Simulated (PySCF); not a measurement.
Be(F)(I), SMILES [F][Be][I], PBE0/def2-SVP optimised geometry.

```
3

Be    -0.39     0.01     0.00
F     -1.78    -0.01     0.00
I      1.78     0.01     0.00
```

Density from PBE0/def2-TZVP, def2 effective core potentials past Kr (PySCF) at that geometry. The core electrons that the potentials of I replace are not part of the density.

Minimum of the electron density along straight lines between bonded atoms, close to the bond critical point (lines longer than 1.1 times the sum of covalent radii, or with two minima, are not listed):

| bond | length / Å | ρ at the minimum / e bohr⁻³ | ∇²ρ there / e bohr⁻⁵ | position (fraction from the first atom) |
|---|---|---|---|---|
| Be1–F2 | 1.389 | 0.134 | 1.32 | 0.36 |
| Be1–I3 | 2.165 | 0.069 | 0.12 | 0.29 |
